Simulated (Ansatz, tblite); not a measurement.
Cost and result up the ladder for the cluster Ge2O2 (4 atoms). Total charge 0; singlet. Geometry: PBE-D4/def2-SVP.

```xyz
4

Ge    0.119    1.208   -0.604
Ge   -0.119   -1.207    0.605
O     0.826    0.363    0.888
O    -0.826   -0.364   -0.889
```

Ansatz on 4 threads of Arm Neoverse V2 on a shared host; xTB runs through tblite on one thread. Times are rough, summed over both states, and most runs start from the orbitals of an earlier one. PBE0-D4/def2-TZVP serves as the yardstick here, not as an exact answer. The other state is a doublet.

The xTB rows come from tblite. The structure comes from a short search, and lower isomers may exist.

Raw xTB energies of ions are shifted by several eV.

```csv
level,functions,vertical IE (eV),difference from PBE0-D4/def2-TZVP (eV)
PBE-D4/def2-TZVP (with forces),158,8.98,-0.17
PBE0-D4/def2-TZVP,158,9.15,0.00
GFN1-xTB,26,13.68,4.52
r2SCAN-D4/def2-TZVP,158,9.12,-0.03
GFN2-xTB,26,15.35,6.20
```

Task: Estimate how long each takes.

Result: GFN1-xTB 0.004 s; GFN2-xTB 0.004 s; PBE-D4/def2-TZVP (with forces) 3.4 s; PBE0-D4/def2-TZVP 4.9 s; r2SCAN-D4/def2-TZVP 7.5 s. On shared hardware such times vary by a factor of up to 3.
